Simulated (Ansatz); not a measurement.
ZnCl₃⁻, relaxed as a singlet with RKS PBE-D4/def2-SVPD in Ansatz, starting from the GFN1-xTB geometry. Force threshold 0.02 eV/Å.

The structure comes from a short search, and lower isomers may exist.

Start:

```xyz
4

Zn   -0.001    0.000    0.000
Cl    1.375   -0.314    1.644
Cl   -1.582    1.472    0.178
Cl    0.208   -1.157   -1.822
```

(1) Estimate the energy that the relaxation releases and the steps that it takes.

(2) Does the start keep its bonding and symmetry?

(3) Predict the relaxed structure.

## Answers

(1) 9.2 kJ/mol, in 4 steps; 5.5 s on 4 threads of Intel Xeon on a shared host. No frequencies were taken in this run, so the end may be a saddle point.

(2) By distances, no bond broke or formed. The bond that changes most is Zn1–Cl2, from 2.17 to 2.24 Å (atoms count from 1). Point group D3h at the start, D3h at the end, both within 0.05 Å.

(3) 
```xyz
4

Zn    0.000    0.000    0.000
Cl    1.423   -0.325    1.701
Cl   -1.636    1.522    0.183
Cl    0.214   -1.196   -1.884
```
Bond lengths: 3 × Cl–Zn 2.24 Å.
